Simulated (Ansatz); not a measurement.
Method: B3LYP-D3(BJ)/def2-TZVP (Ansatz, a first-principles code). No frequencies were computed at this level.

Ansatz 0.2 input:
```yaml
crystal:
  periodic: [false, false, false]
  atoms:
    - { symbol: C, position_ang: [-1.274601, -0.182257, 0.073548] }
    - { symbol: C, position_ang: [-0.083204, -0.011897, 0.041905] }
    - { symbol: C, position_ang: [1.267582, 0.181256, 0.006026] }
    - { symbol: N, position_ang: [2.403685, 0.343691, -0.024155] }
    - { symbol: H, position_ang: [-2.313462, -0.330793, 0.101156] }
basis:
  gaussian: { orbitals: def2-tzvp }
hamiltonian:
  xc: b3lyp
  dispersion: d3bj
relax:
  max_steps: 150
```

Output:

```
Functional definition: B3LYP
739 factors; their error is unknown
mean field evaluation 1: about -4610.7570 eV, gradient 5.1e1 eV
mean field evaluation 2: about -4607.5033 eV, gradient 6.2e1 eV
mean field evaluation 4: about -4616.1791 eV, gradient 2.5e0 eV
mean field evaluation 8: about -4616.1934 eV, gradient 1.4e-1 eV
mean field evaluation 16: about -4616.2016 eV, gradient 3.1e-5 eV
mean field -4616.20161395 eV, -169.6422803390 hartree, gradient 3.1e-5 eV, S^2 0.000000; 0 other end points of the search recorded, 0 dependent functions left out
reference -4616.20182221 eV, -169.6422879922 hartree; 13, 13 occupied and 117, 117 virtual orbitals, 739 factors
relax step   1: F+E_penalty+E_count = -4616.34032016 eV  Δ(F+E_penalty+E_count) = +0.000e0 eV  max|allowed force component| = 8.637e-1 eV/Å  Δτ_max = 0.0000 Å  (30 SCF iters, accepted)
these checks for a lower state are left out or cut short: starts, cluster_reference, orbital_swaps, neighbouring_geometries, increment
739 factors; their error is unknown
mean field -4616.20919411 eV, -169.6425589045 hartree, gradient 1.2e-5 eV, S^2 0.000000; 0 other end points of the search recorded, 0 dependent functions left out
reference -4616.20940273 eV, -169.6425665714 hartree; 13, 13 occupied and 117, 117 virtual orbitals, 739 factors
relax step   2: F+E_penalty+E_count = -4616.34771481 eV  Δ(F+E_penalty+E_count) = -7.395e-3 eV  max|allowed force component| = 1.168e-1 eV/Å  Δτ_max = 0.0094 Å  (38 SCF iters, accepted)
these checks for a lower state are left out or cut short: starts, cluster_reference, orbital_swaps, neighbouring_geometries, increment
739 factors; their error is unknown
mean field -4616.20942939 eV, -169.6425675509 hartree, gradient 1.3e-5 eV, S^2 0.000000; 0 other end points of the search recorded, 0 dependent functions left out
reference -4616.20963810 eV, -169.6425752209 hartree; 13, 13 occupied and 117, 117 virtual orbitals, 739 factors
relax step   3: F+E_penalty+E_count = -4616.34791261 eV  Δ(F+E_penalty+E_count) = -1.978e-4 eV  max|allowed force component| = 1.552e-2 eV/Å  Δτ_max = 0.0027 Å  (38 SCF iters, accepted)
these checks for a lower state are left out or cut short: starts, cluster_reference, orbital_swaps, neighbouring_geometries, increment
739 factors; their error is unknown
mean field evaluation 32: about -4616.2008 eV, gradient 3.9e-1 eV
mean field -4616.20943455 eV, -169.6425677407 hartree, gradient 1.2e-5 eV, S^2 0.000000; 0 other end points of the search recorded, 0 dependent functions left out
reference -4616.20964327 eV, -169.6425754108 hartree; 13, 13 occupied and 117, 117 virtual orbitals, 739 factors
relax step   4: F+E_penalty+E_count = -4616.34791404 eV  Δ(F+E_penalty+E_count) = -1.424e-6 eV  max|allowed force component| = 2.804e-3 eV/Å  Δτ_max = 0.0001 Å  (38 SCF iters, accepted)
739 factors; their error is unknown
mean field -4616.20943455 eV, -169.6425677407 hartree, gradient 1.2e-5 eV, S^2 0.000000; 1 other end points of the search recorded, 0 dependent functions left out
reference -4616.20964327 eV, -169.6425754108 hartree; 13, 13 occupied and 117, 117 virtual orbitals, 739 factors
Total energy: -4616.34812275 eV, -169.6476644379 hartree
Atom 0 at    -1.273101    -0.182040     0.073511 Å, force    -0.000591    -0.000066     0.000042 eV/Å
Atom 1 at    -0.084321    -0.012056     0.041936 Å, force    -0.002136    -0.000291     0.000049 eV/Å
Atom 2 at     1.269886     0.181582     0.005964 Å, force     0.002804     0.000356    -0.000084 eV/Å
Atom 3 at     2.413013     0.345026    -0.024403 Å, force    -0.000640    -0.000069     0.000022 eV/Å
Atom 4 at    -2.325477    -0.332512     0.101473 Å, force     0.000564     0.000069    -0.000029 eV/Å
Dipole moment:    -0.797528    -0.114033     0.021187 e Å
```

Cost: around 12 core-seconds (rough).
